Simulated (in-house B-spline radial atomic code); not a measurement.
## RPA and G0W0 on Hartree-Fock: Sb5+

Configuration [Kr] 4d10, mean-field start Hartree-Fock. Computed with a B-spline radial code for spherical atoms: all electrons, non-relativistic, point nucleus, each spin shell either full or empty, empty states to l = 9 with an (l + 1/2)⁻⁴ tail; G0W0 by contour deformation at full frequency.

Without relativity these are model numbers: it shifts the levels of so heavy an element strongly and can reorder them.

Command:
```bash
python run_gw.py task.json out
```
Settings (radii: box in bohr, nucleus in fm):
```
Z                        51
electrons                46
configuration            [Kr] 4d10
hamiltonian              nr
method                   hf
lmax                     9
spin_polarised           False
box_radius               10.43
intervals                52
```

Run time, properties included: 1.5 s on 1 thread of Arm Neoverse V2, on a shared host.

Energies (hartree):

```json
{"term": "mean-field total", "value": "-6308.32962"}
{"term": "Hartree-Fock functional on these orbitals", "value": "-6308.32962"}
{"term": "direct second order", "value": "-3.6687"}
{"term": "second-order exchange", "value": "1.0219"}
{"term": "SOSEX correction", "value": "0.96984"}
```

(1) What is the RPA correlation energy, and what remains with SOSEX?

Quasi-particle levels (eV):

```tsv
level	occupied	mean field	Σx - vxc	Σc	QP weight	G0W0
4d	yes	-101.30	0.00	?	?	?
5s	no	-51.47	0.00	-1.51	0.989	-52.97
```

G0W0 = mean field + (Σx - vxc) + Σc, with Σc (partial-wave tail included) taken at the quasi-particle energy. Only the outer levels were computed. Levels of low weight are left out.

(2) Where does G0W0 put 4d?

Results:

(1) RPA gives -3.3314 hartree (-1.97 eV per electron); RPA + SOSEX gives -2.3616, and the second-order doubles (MP2) -2.6468 hartree. RPA lacks exchange-type terms and so overcorrelates at short range.

(2) At -101.49 eV, with Σc = -0.19 eV and a quasi-particle weight of 0.972. The tabulated removal energy is 99.51 ± 0.05 eV (NIST, measured); the calculation leaves out relativity, Breit and QED terms, and what these don't explain is the method's own error.
